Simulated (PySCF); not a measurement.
# Reading the logs of faulty runs: BClHOSi cation

Calculated results; nothing here was measured. They come from PySCF 2.14.0, an open-source quantum chemistry program, on an isolated molecule that a program drew, which may never have been made. The molecule is BClHOSi cation (charge +1, singlet), drawn as the SMILES string `O=B[SiH+]Cl`.

Each row is a Hartree-Fock (HF) and frozen-core CCSD(T) single point in the cc-pV(D+d)Z basis, meant for a local HF minimum. Run 1 is clean. Each other run has one planted mistake out of seven kinds, and not every kind appears here: one electron removed, one electron added, multiplicity raised by two, geometry at a saddle point, minimal basis STO-3G, one bond length entered in bohr, all coordinates scaled. The reference is restricted for singlets and unrestricted otherwise, and also for a bond in bohr. Adding or removing an electron swaps singlet and doublet. Electrons count all cores. HOMO and LUMO are orbital energies over both spins, the gradient is its largest component, and the lowest frequency (negative if imaginary) is given only where the gradient is small. Bond lengths are over the 4 bonds as drawn. T1 is the CCSD diagnostic: over 0.02 (restricted) or 0.045 (unrestricted) a single reference is doubtful.

Geometry of the clean run:
```xyz
5
BClHOSi cation, angstrom
O    -0.6642    2.6660   -2.1623
B    -0.3525    1.5689   -1.8933
Si    0.1999   -0.2945   -1.4489
Cl   -0.9959   -1.3840   -0.3625
H     1.4587   -0.8720   -1.9031
```

| run | electrons | basis functions | <S^2> | HOMO (eV) | LUMO (eV) | gradient (hartree/bohr) | lowest frequency (cm^-1) | mean bond (Å) | longest bond (Å) | T1 | HF (hartree) | CCSD(T) (hartree) | mistake |
|---|---|---|---|---|---|---|---|---|---|---|---|---|---|
| 1 | 44 | 79 | 0.000 | -19.33 | -6.94 | 2.2e-05 | 121 | 1.6429 | 1.994 | 0.0215 | -848.33780 | -848.85601 | no fault |
| 2 | 44 | 29 | 0.000 | -17.90 | -4.47 | 5.1e-02 | - | 1.6429 | 1.994 | 0.0213 | -838.82005 | -839.01670 | minimal basis STO-3G |
| 3 | 44 | 79 | 0.867 | -17.82 | -7.24 | 1.3e-02 | - | 1.9671 | 2.754 | 0.0423 | -848.22669 | -848.73281 | one bond length entered in bohr |
| 4 | 45 | 79 | 0.769 | -8.38 | 0.74 | 4.4e-02 | - | 1.6429 | 1.994 | 0.0181 | -848.61903 | -849.13850 | one electron added |
| 5 | 43 | 79 | 0.767 | -23.71 | -16.62 | 5.5e-02 | - | 1.6429 | 1.994 | 0.0474 | -847.67279 | -848.17704 | one electron removed |
| 6 | 44 | 79 | 2.024 | -14.52 | -10.57 | 7.9e-02 | - | 1.6429 | 1.994 | 0.0552 | -848.17745 | -848.69053 | ? |

**Which mistake was planted in run 6, and what did it cost?**

Electrons, basis and geometry are unchanged, and <S^2> is 2.024, beside S(S+1) = 2.00 for a multiplicity of 3. So the mistake is: multiplicity raised by two. Subtracting run 1 and multiplying by 627.51 kcal/mol a hartree, the energy moved by 100.6 kcal/mol in HF and 103.8 kcal/mol in CCSD(T).

Cautions from the logs. Run 1: T1 is over the limit, so its CCSD(T) energy is less reliable; run 2: T1 is over the limit, so its CCSD(T) energy is less reliable; run 5: T1 is over the limit, so its CCSD(T) energy is less reliable; run 6: T1 is over the limit, so its CCSD(T) energy is less reliable.
